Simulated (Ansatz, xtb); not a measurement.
**C4H7B: which of two isomers lies lower**

We compare a, `BCC#CC`, a singlet, with b, `BC#CCC`, a singlet. Both are isolated molecules in the gas phase, relaxed with B3LYP/def2-SVP; the shapes shown needn't be the lowest conformers.

a (Å):

```tsv
atom	x (Å)	y (Å)	z (Å)
C	-1.3121	-1.2288	0.8739
C	-0.5021	-0.2936	0.0984
C	0.1684	0.4723	-0.5615
C	0.9755	1.3963	-1.3539
B	-2.4463	-2.0325	0.1470
H	-3.0197	-2.8970	0.7667
H	-2.7889	-1.7889	-0.9828
H	-0.6776	-1.9351	1.4455
H	-1.8648	-0.6930	1.6807
H	0.5983	1.4793	-2.3870
H	0.9731	2.4092	-0.9174
H	2.0257	1.0641	-1.4105
```

b (Å):

```xyz
12

C    -0.9500   -1.3363   -1.4067
C    -0.8442   -0.8477   -0.2873
C    -0.7114   -0.2511    1.0366
C    -0.1472    1.1784    1.0452
B    -1.0824   -1.9413   -2.7745
H    -1.5198   -3.0582   -2.9085
H    -0.7528   -1.3168   -3.7533
H    -0.0764   -0.9165    1.6502
H    -1.7035   -0.2736    1.5242
H     0.8581    1.2081    0.5984
H    -0.7923    1.8603    0.4707
H    -0.0775    1.5571    2.0768
```

Quicker runs give these differences E(b) − E(a): GFN2-xTB −27.4 kJ/mol; HF/STO-3G −41.8 kJ/mol (at GFN2-xTB geometries); r2SCAN-D4/def2-SVP −46.2 kJ/mol (at GFN2-xTB geometries).

Q: Estimate E(b) − E(a) at the level CCSD(T)/def2-SVP + ΔMP2/def2-TZVPP.

A: Calculated at CCSD(T)/def2-SVP + ΔMP2/def2-TZVPP: E(b) − E(a) = −41.5 kJ/mol, so structure b lies lower.

How the difference moves with the method:

```json
{"level": "GFN2-xTB", "geometry": "GFN2-xTB", "E(b) − E(a) (kJ/mol)": "−27.4", "departure from the last row (kJ/mol)": "+14.2", "job, with rough time for the two": "optimisation, 0.49 s"}
{"level": "HF/STO-3G", "geometry": "GFN2-xTB", "E(b) − E(a) (kJ/mol)": "−41.8", "departure from the last row (kJ/mol)": "−0.2", "job, with rough time for the two": "single point, 0.66 s"}
{"level": "r2SCAN-D4/def2-SVP", "geometry": "GFN2-xTB", "E(b) − E(a) (kJ/mol)": "−46.2", "departure from the last row (kJ/mol)": "−4.7", "job, with rough time for the two": "single point, 5.8 s"}
{"level": "B3LYP/def2-SVP", "geometry": "B3LYP/def2-SVP", "E(b) − E(a) (kJ/mol)": "−44.0", "departure from the last row (kJ/mol)": "−2.5", "job, with rough time for the two": "optimisation, 2 min"}
{"level": "HF/def2-SVP", "geometry": "B3LYP/def2-SVP", "E(b) − E(a) (kJ/mol)": "−36.2", "departure from the last row (kJ/mol)": "+5.3", "job, with rough time for the two": "part of the CCSD(T) run"}
{"level": "MP2/def2-SVP", "geometry": "B3LYP/def2-SVP", "E(b) − E(a) (kJ/mol)": "−41.7", "departure from the last row (kJ/mol)": "−0.2", "job, with rough time for the two": "part of the CCSD(T) run"}
{"level": "CCSD(T)/def2-SVP", "geometry": "B3LYP/def2-SVP", "E(b) − E(a) (kJ/mol)": "−42.3", "departure from the last row (kJ/mol)": "−0.8", "job, with rough time for the two": "single point"}
{"level": "CCSD(T)/def2-SVP + ΔMP2/def2-TZVPP", "geometry": "B3LYP/def2-SVP", "E(b) − E(a) (kJ/mol)": "−41.5", "departure from the last row (kJ/mol)": "", "job, with rough time for the two": "single point, 59 s"}
```

As drawn, both hold the same kinds of bond in the same numbers.

The levels shown agree on the order. The largest departure from CCSD(T)/def2-SVP + ΔMP2/def2-TZVPP is that of GFN2-xTB, 14.2 kJ/mol. The last row adds to CCSD(T) the change of the MP2 difference between the two basis sets, here +0.8 kJ/mol.

With harmonic frequencies from B3LYP/def2-SVP (ideal gas, rigid rotor, one conformer each, 298.15 K, 1 atm): on the last row, ΔE + ΔZPE = −36.4 kJ/mol. A mode under 50 cm⁻¹ makes harmonic enthalpies and free energies unreliable, so none is given.

The correlated steps freeze 5 core orbitals. Run with Ansatz 0.2.0, xtb 6.7.1; the last row on 2 threads of AMD EPYC (Zen 3) on a shared host.
